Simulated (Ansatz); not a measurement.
Consider the atomization: `COC[SiH2]F` → 2 C• + F• + 7 H• + O• + Si•.

Calculated with Ansatz (gas phase, PBE0-D4/def2-TZVP geometries, no zero-point term in ΔE). CCSD(T)/CBS adds triple-zeta CCSD(T) − MP2 to the extrapolated MP2 energy (def2 sets, frozen cores). This one scheme is used for every species, atoms too. Open shells (•) are unrestricted, without spin–orbit coupling. Spin–orbit coupling would lower the free atoms: a little for C, F, O, Si. One conformer a species, not always the lowest.

`COC[SiH2]F`:

Cartesian coordinates in Å:
```
C 1.530 -0.418 -0.824
O 0.827 -0.929 0.276
C 0.043 0.045 0.933
Si -1.638 0.353 0.142
F -2.543 -0.958 0.311
H 0.860 -0.005 -1.590
H 2.230 0.372 -0.516
H 2.094 -1.242 -1.260
H 0.593 0.995 1.040
H -0.132 -0.321 1.951
H -1.548 0.638 -1.311
H -2.316 1.471 0.848
```

```csv
species,CCSD(T)/CBS(def2) energy (Eh)
`COC[SiH2]F`,-544.39628
C•,-37.79194
F•,-99.66871
H•,-0.50000
O•,-75.00631
Si•,-288.94402
```

Q: Work out ΔE.

A: ΔE = 7 × (-0.50000) + 2 × (-37.79194) + (-99.66871) + (-75.00631) + (-288.94402) − (-544.39628) = 1.69336 Eh = +1062.6 kcal/mol.

Largest T1 diagnostic among the species: 0.012.

In def2-TZVPP, CCSD(T) changes the Hartree–Fock value by +255.0 kcal/mol (the triples alone add +13.5 kcal/mol) and MP2 by +270.4 kcal/mol; breaking electron pairs costs correlation energy, which Hartree–Fock lacks. From PBE to PBE0 (25 % exact exchange), in def2-TZVPP and without D4, ΔE moves by −17.4 kcal/mol: exact exchange takes away binding that semilocal exchange gives to molecules. The D4 term adds +8.1 kcal/mol with B3LYP and +4.3 kcal/mol with PBE0; it sums over pairs of atoms, weighted by their polarisabilities, and B3LYP, whose exchange is more repulsive, gets the larger term.

B3LYP here is the variant with VWN-RPA as its local correlation; programs differ in this.

For atomizations the MP2-based limit and the directly extrapolated one differ by several kJ/mol either way, and by 10 to 25 for some Ge, Se and Sn compounds, so smaller differences from it don't rank the levels.
